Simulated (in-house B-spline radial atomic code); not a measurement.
Sr. Computed with a B-spline radial atomic code. Model: non-relativistic spherical atom: semilocal Troullier-Martins pseudo-atom, one channel per l, against all electrons, high spin, G0W0 and RPA with empty states to l = 8, local potential for every l without a channel, a model core (radius 0 = none) keeps its share of the functional.

Without relativity these are model numbers for so heavy an element.

What the tables leave out is listed at the end.

The pseudopotential gives back the lowest level of each angular momentum of its own functional in the configuration it was made in; a second state of the same l is only approximately right. Exact exchange, RPA and GW see the smooth pseudo-orbitals and miss the exchange with the core, for which the functional's share stands in. The column with an uncorrelated core keeps all orbitals and exact exchange, and so separates missing core correlation from pseudisation. Only the three outermost levels and the lowest empty one were computed. RPA here is direct RPA, with no exchange kernel, and its energies carry an (l + 1/2)⁻⁴ tail. A hybrid on a potential with a model core restores only its own semilocal share of the core's exchange.

Command:
```bash
python run_psgw.py task.json out
```
Settings (lengths in bohr, energies in hartree):
```
Z                      38
electrons              38
configuration          [Kr] 5s2
generated_in           [Kr] 5s2
functional             pbe,pbe
core_shells            5
radius_factor          1.3
core_correction        False
ion_configuration      [Kr] 5s1
```

Cost of the run: 89 s on 1 thread of Arm Neoverse N1, on a shared host.

Given: made with PBE; model core radius 0 bohr; local radius 1.506 bohr; mean-field start PBE.

Valence shells of the generating configuration: 3d, 4s, 4p, 5s.

Channel: s 1.597, p 1.73, d 1.466 (radii in bohr).

Computed: largest level miss in the spin-unpolarised generating configuration 0.066 eV; all-electron RPA polarisability, core included 140.82 bohr³; pseudo-atom RPA polarisability 136 bohr³; ionisation by mean-field all-electron 5.6181 eV; ionisation by mean-field pseudo minus all 0.094 eV; ionisation by RPA all-electron 6.0537 eV; ionisation by RPA pseudo minus all 0.085 eV.

```csv
level,occupied,mean-field all-electron (eV),mean-field pseudo minus all (eV),G0W0 all-electron (eV),G0W0 uncorrelated core minus all (eV),G0W0 pseudo minus all (eV),exchange self-energy all-electron (eV),exchange self-energy pseudo (eV)
5s,1,-3.4788,-0.066,-5.6626,-0.002,-0.123,-6.7766,-6.8169
```

Problem. What is the valence RPA correlation energy all-electron orbitals?

Solution. -1.2378 hartree.

Problem. What is the valence RPA correlation energy pseudo?

Solution. -1.2917 hartree.

Given: mean-field start PBE0.

Computed: valence RPA correlation energy pseudo -1.247 hartree; all-electron RPA polarisability, core included 121.82 bohr³; pseudo-atom RPA polarisability 117.81 bohr³; ionisation by mean-field all-electron 5.5366 eV; ionisation by mean-field pseudo minus all 0.09 eV; ionisation by RPA all-electron 5.8598 eV.

| level | occupied | mean-field all-electron (eV) | mean-field pseudo minus all (eV) | G0W0 all-electron (eV) | G0W0 uncorrelated core minus all (eV) | G0W0 pseudo minus all (eV) | exchange self-energy all-electron (eV) | exchange self-energy pseudo (eV) |
| --- | --- | --- | --- | --- | --- | --- | --- | --- |
| 5s | 1 | -3.9936 | -0.072 | -5.7599 | -0.002 | -0.116 | -6.6724 | -6.714 |
| 5p (empty) | 0 | -0.9469 | -0.018 | -0.20841 | -0.001 | 0.005 | -1.3862 | -1.3626 |

Problem. What is the ionisation by RPA pseudo minus all?

Solution. 0.088 eV.

Problem. What is the valence RPA correlation energy all-electron orbitals?

Solution. -1.1788 hartree.

Given: mean-field start Hartree-Fock.

Computed: valence RPA correlation energy all-electron orbitals -1.0442 hartree; valence RPA correlation energy pseudo -1.1406 hartree; all-electron RPA polarisability, core included 101.19 bohr³; pseudo-atom RPA polarisability 97.891 bohr³; ionisation by mean-field all-electron 4.6728 eV; ionisation by RPA all-electron 5.5096 eV.

```json
{"level": "5s", "occupied": "1", "mean-field all-electron (eV)": "-4.8561", "mean-field pseudo minus all (eV)": "-0.086", "G0W0 all-electron (eV)": "-5.7206", "G0W0 uncorrelated core minus all (eV)": "-0.001", "G0W0 pseudo minus all (eV)": "-0.072", "exchange self-energy all-electron (eV)": "-6.2552", "exchange self-energy pseudo (eV)": "-6.2904"}
{"level": "4p", "occupied": "1", "mean-field all-electron (eV)": "-29.883", "mean-field pseudo minus all (eV)": "-0.887", "G0W0 all-electron (eV)": "-29.714", "G0W0 uncorrelated core minus all (eV)": "-0.033", "G0W0 pseudo minus all (eV)": "-0.278", "exchange self-energy all-electron (eV)": "-27.001", "exchange self-energy pseudo (eV)": "-26.916"}
```

Problem. What is the ionisation by RPA pseudo minus all?

Solution. 0.091 eV.

Problem. What is the ionisation by mean-field pseudo minus all?

Solution. 0.084 eV.

Among the listed levels the largest G0W0 shift of the pseudo-atom is -0.28 eV, for 4p on the Hartree-Fock start, while leaving the core uncorrelated moves that level by -0.03 eV. So pseudisation and the lost core exchange, not the missing core correlation, make the error. Not in the tables (levels of low weight, unsolved or above zero; the highest and the empty levels are kept at any weight): on PBE the G0W0 levels 4p (pseudo minus all -0.48 eV, weights 0.07 and 0.08), 4s (pseudo minus all -2.00 eV, weights 0.02 and 0.04); on PBE0 the G0W0 levels 4p (pseudo minus all -0.46 eV, weights 0.51 and 0.56), 4s (pseudo minus all -1.22 eV, weights 0.39 and 0.51); on Hartree-Fock the G0W0 levels 4s (pseudo minus all -1.02 eV, weights 0.43 and 0.42).
